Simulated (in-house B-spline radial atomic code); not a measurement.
## Ionising Zn with different functionals

Computed with a B-spline radial code for spherical atoms: four-component Dirac-Coulomb Hamiltonian, Fermi nucleus of rms radius 3.9283 fm, spin-restricted, spherical fractional occupations for the functionals, and exact exchange of hybrids averaged over the configuration. The ionisation energy is the difference of two self-consistent energies, [Ar] 3d10 4s2 → [Ar] 3d10 4s1, without Breit or QED terms; ε is the level of the shell that loses the electron (mean over j).

```json
{"method": "B97-1", "rung": "global hybrid", "ΔSCF (eV)": "9.50", "-ε(4s) (eV)": "6.52"}
{"method": "BHandHLYP", "rung": "global hybrid", "ΔSCF (eV)": "9.17", "-ε(4s) (eV)": "7.41"}
{"method": "HSE06", "rung": "range-separated hybrid", "ΔSCF (eV)": "9.57", "-ε(4s) (eV)": "6.39"}
{"method": "wB97X", "rung": "range-separated hybrid", "ΔSCF (eV)": "9.55", "-ε(4s) (eV)": "8.98"}
```

Problem. Among the functionals, which spreads more, the ΔSCF values or the orbital energies?

Solution. The orbital energies: ΔSCF values span about 0.40 eV and the orbital energies 2.59 eV; here energy differences depend much less on the functional than eigenvalues do.

Problem. How do they compare with the NIST value?

Solution. NIST lists 9.394 eV (measured, ground level to ground level). Errors run from -0.22 to +0.18 eV; B97-1 is closest (+0.10 eV), but part of that can be cancellation, since the calculations leave out Breit-QED terms, spin polarisation.
